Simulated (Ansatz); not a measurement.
Diatomic InW, multiplicity 8 (an upper state: multiplicity 6 came lower at PBE0/def2-TZVPP). No spin–orbit coupling.

Constants: fifth-degree fit in 1/R to seven points, most abundant isotopes. Runs in def2 and cc sets follow the lowest solution found near the PBE0 minimum.

Run with Ansatz (Gaussian orbitals).  In def2 rows elements past Kr take small-core potentials, without spin–orbit coupling.

| level | r_e (Å) | ω_e (cm⁻¹) | α_e (cm⁻¹) | ω_e x_e (cm⁻¹) | dipole (D) |
|---|---|---|---|---|---|
| PBE/def2-TZVPP | 2.845 | 121 | 0.00014 | 0.56 | 0.47 |
| PBE0/def2-TZVPP | 2.836 | 121 | 0.00015 | 0.61 | 0.70 |
| wB97X-V/def2-TZVPP | 2.815 | 124 | 0.00016 | 0.71 | 1.00 |

Ansatz is a first-principles code.
